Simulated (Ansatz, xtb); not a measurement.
How methods differ on As2 (SMILES [As]#[As])

The species is As2 (2 atoms), meant as a singlet with charge 0. SMILES: `[As]#[As]`. The coordinates come from a PBE0-D4/def2-TZVP relaxation. The run starts from this shape.

```xyz
2

As    0.0000    0.0000    0.0025
As    0.0000    0.0000    2.0915
```

Each level gives the adiabatic ionisation energy (to the doublet cation, no zero-point term) (eV). The values are calculated.

```tsv
level	kind	program	value (eV)
GFN2-xTB	semi-empirical	xtb	13.21
HF/STO-3G	Hartree–Fock	Ansatz	5.42
HF/3-21G	Hartree–Fock	Ansatz	7.68
HF/6-31G* (Cartesian functions)	Hartree–Fock	Ansatz	8.28
HF/cc-pVTZ	Hartree–Fock	Ansatz	8.27
SVWN5/def2-TZVP	LDA	Ansatz	9.90
PBE/def2-SVP	GGA	Ansatz	9.57
BLYP/cc-pVTZ	GGA	Ansatz	9.39
PBE-D3(BJ)/def2-TZVP	GGA	Ansatz	9.56
B3LYP/6-31G* (Cartesian functions)	global hybrid	Ansatz	9.57
```

All-electron rows without a relativistic Hamiltonian named are non-relativistic. The values span 5.42 to 13.21 eV. The xTB values lack the empirical shift that such differences need. Spin contamination of the reference (⟨S²⟩ at least 0.1 too high) touches HF/STO-3G, HF/3-21G, HF/6-31G*, HF/cc-pVTZ. Without the sets that lack polarisation functions the rows with a basis span only 8.27 to 9.90 eV.
